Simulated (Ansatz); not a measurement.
A made-up structure of Al$_{2}$H$_{3}$I, singlet:

```xyz
6
angstrom
Al -0.8457 0.3401 -0.6645
Al 0.7838 0.0341 0.6734
I 1.2198 -2.4036 0.6427
H -1.5070 -0.9835 -1.4420
H -1.2115 1.8385 -0.7328
H 1.5605 1.1744 1.5232
```

It is relaxed with PBE-D4/def2-SVP and then PBE0-D4/def2-TZVP (Ansatz 0.2.0). Atoms count as bonded within 1.22 times the sum of their covalent radii (H–H: 0.88 Å). The end point is not checked to be a true minimum.

Task: Does its bonding change? (A judgement: the text doesn't fix the answer.)

Result: Computed: No: no bond forms or breaks.

Where it ends: The first stage lowers the energy by 1.43 eV in 6 steps. It ends as Al₂H₃I ([AlH2][AlH][I]):
```csv
atom,x (Å),y (Å),z (Å)
Al1,-1.0498,0.4223,-0.7673
Al2,0.8202,-0.0841,0.9264
I3,2.2478,-1.9994,0.1838
H4,-2.4570,-0.3152,-0.6777
H5,-0.8048,1.4214,-1.9814
H6,1.2436,0.5550,2.3162
```

Labels in which every atom is bracketed show which atoms are joined, not bond orders.

For scale, one of the runs: PBE0-D4/def2-TZVP relaxation, 142 basis functions, launched by `ansatz run in.yaml --threads 2 --pin off --events-out ev --progress --plain --max-ram 4352MiB`. Hardware: 2 CPU threads of an AMD EPYC 9B45, shared host. Wall time about 29 s.
